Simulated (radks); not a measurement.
Values are calculated unless marked as measured or tabulated.
Q: Neutral mercury, [Hg]. Level of theory: non-relativistic Kohn-Sham, r2SCAN, spin-polarised, spherical densities, point nucleus; meta-GGA in the generalised Kohn-Sham scheme (a radial shooting solver on a logarithmic mesh with Libxc functionals). Every spin shell is full or empty, so the densities are truly spherical. Functionals are evaluated on that one density, not self-consistently. Rank these exchange functionals by their error against the exact value of the orbitals, and give that value: LDA, B88, PW86, EV93, APBE, TPSS, SCAN, Tao-Mo, MVS.

A: Exact: -345.132 hartree. From best to worst, with 100 (|E| - |E exact|)/|E exact| (equal figures are ties): SCAN +0.07, B88 +0.08, MVS +0.10, APBE +0.26, PW86 -0.37, TPSS -0.41, EV93 -0.50, Tao-Mo -0.82, LDA -3.79.
